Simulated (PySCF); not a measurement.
**Static response to an electric field**

C7H6O2.
Structure used (GFN2-xTB), in Å, numbered top down from 1:
```
atom  x, y, z in Å
C1     3.1192    0.4020    0.2268
C2     1.7355    0.0130    0.0789
C3     0.5962   -0.3348   -0.0503
C4    -0.7990   -0.7176   -0.1887
C5    -1.6480    0.3399   -0.8313
C6    -2.5721    0.7105    0.0438
O7    -2.5006    0.0352    1.2383
C8    -1.4690   -0.8454    1.1856
O9    -1.1847   -1.5752    2.0850
H10    3.6848    0.1187   -0.6606
H11    3.1905    1.4802    0.3664
H12    3.5482   -0.0967    1.0951
H13   -0.8530   -1.6800   -0.7114
H14   -1.4921    0.7218   -1.8192
H15   -3.3605    1.4363   -0.0229
```

Level: PBE0/def2-SVPD (PySCF), static field, nuclei fixed, core orbitals frozen in the response. The polarisability tensor in these axes (au):

```
x   109.37  -0.13  -2.35
y    -0.13  68.39  -6.54
z    -2.35  -6.54  73.88
```

Give the principal values, the mean and the anisotropy Δα = √{½[(α1 − α2)² + (α2 − α3)² + (α1 − α3)²]}.

Principal values 64.00, 78.12 and 109.53 au; mean 83.88 au = 12.43 Å³ = 13.83 × 10⁻⁴⁰ C²·m²/J; Δα = 40.37 au (48 % of the mean).

What is the dipole moment, and where does it point?

(0.71, 2.01, -3.33) D, 3.95 D in size, pointing from the negative to the positive side. Measured along this direction, the outermost atoms are O9 at the negative end and H14 at the positive end.

Orientational against electronic polarisability at 400 K (dilute gas, rigid molecules)?

In Gaussian units μ²/3kT = 94.22 Å³ against 12.43 Å³, a ratio of 7.58; the Debye molar polarisation (4π/3)N_A(α + μ²/3kT) is 269.0 cm³/mol, leaving out the vibrational part.

Find the Langevin capture rate constant for H3+ (3.023 u) meeting this molecule (122.037 u), k = 2.342 × 10⁻⁹ cm³/s × √(α in Å³ / reduced mass in u).

The reduced mass is 2.95 u, so k = 4.81 × 10⁻⁹ cm³/s. The formula leaves out the permanent dipole, which adds to the capture rate.

Rayleigh depolarisation ratio (linearly polarised light, static tensor)?

ρ = 3Δα²/(45ᾱ² + 4Δα²) = 4888.6/(316630 + 6518.2) = 0.0151.

In TDDFT the mean static polarisability is Σ f/ω² over all singlet excitations (ω in hartree). How much of it do the 6 lowest give? Their energies (eV) and oscillator strengths: 5.24, 0.0018; 5.60, 0.0485; 5.85, 0.0175; 6.09, 0.0133; 6.46, 0.0012; 6.64, 0.0733.

They add up to 3.09 au, 3.7 % of the 83.88 au; the largest single term is 1.23 au, from the state at 6.64 eV. Terms in order: 0.05, 1.14, 0.38, 0.27, 0.02, 1.23 au. Higher excitations give the rest. The strengths listed sum to 0.156.

Geometry: GFN2-xTB; no solvent, vibrations or thermal averaging.
